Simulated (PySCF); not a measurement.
A PySCF script (with the pyscf-properties extension) for the NMR shieldings of `FC(F)(F)SB1OBOBO1`, CH$_{2}$B$_{3}$F$_{3}$O$_{3}$S, on a GFN2-xTB geometry:

```python
import basis_set_exchange as bse
import numpy as np
from pyscf import gto, dft
from pyscf.prop import nmr

atoms = """
F    -2.232264   -0.716284    1.178002
C    -2.534193   -0.502702   -0.101917
F    -3.857779   -0.441999   -0.188537
F    -2.143643   -1.575468   -0.788373
S    -1.792288    1.043833   -0.743565
B    -0.033497    0.637128   -0.488851
O     0.306471   -0.558206    0.047533
B     1.626476   -0.860966    0.235682
O     2.567069    0.048396   -0.121508
B     2.226181    1.247599   -0.658775
O     0.905123    1.543455   -0.845075
H     1.918494   -1.890172    0.697789
H     3.039462    2.025872   -0.962628
"""
names = dict.fromkeys(["F", "C", "S", "B", "O", "H"], "pcSseg-1")
basis = {el: gto.basis.parse(bse.get_basis(n, elements=[el], fmt="nwchem")) for el, n in names.items()}
mol = gto.M(atom=atoms, basis=basis, charge=0, verbose=0)
mf = dft.RKS(mol, xc="PBE0")
mf.grids.level = 2
mf.grids.alignment = dft.numint.BLKSIZE   # the property module wants whole blocks of grid points
mf.conv_tol = 1e-9
mf.kernel()

calc = nmr.RKS(mf)   # GIAO
C = mf.mo_coeff
Co = C[:, mf.mo_occ > 0]
resp = mf.gen_response(singlet=True, hermi=2)
def vind(x):   # induced exchange potential for any number of trial vectors
    d = np.einsum("pi,xij,qj->xpq", C, 2 * x.reshape(-1, C.shape[1], Co.shape[1]), Co, optimize=True)
    return np.einsum("xpq,pi,qj->xij", resp(d - d.transpose(0, 2, 1)), C, Co, optimize=True).ravel()
mo1, _ = nmr.rhf.solve_mo1(calc, with_cphf=vind)
sigma = calc.kernel(mo1)
for i, s in enumerate(sigma):   # ppm
    print("%2d %-2s %9.2f" % (i, mol.atom_pure_symbol(i), np.trace(s) / 3))
```

Problem. Give the expected output.

Solution. 
```
 0 F     210.37
 1 C      45.86
 2 F     223.67
 3 F     210.48
 4 S     420.30
 5 B      70.01
 6 O     117.92
 7 B      74.86
 8 O     119.59
 9 B      74.63
10 O     127.11
11 H      27.21
12 H      27.19
```

These numbers come from an equivalent density-fitted implementation of the same equations, which agrees with the script to about 0.01 ppm for H and up to a few tenths of a ppm for heavy atoms, so last digits may differ.

Size and cost of the density-fitted run: 204 basis functions, 52 s wall time on 1 thread of an Arm Neoverse V1, shared host; peak memory 0.9 GiB.
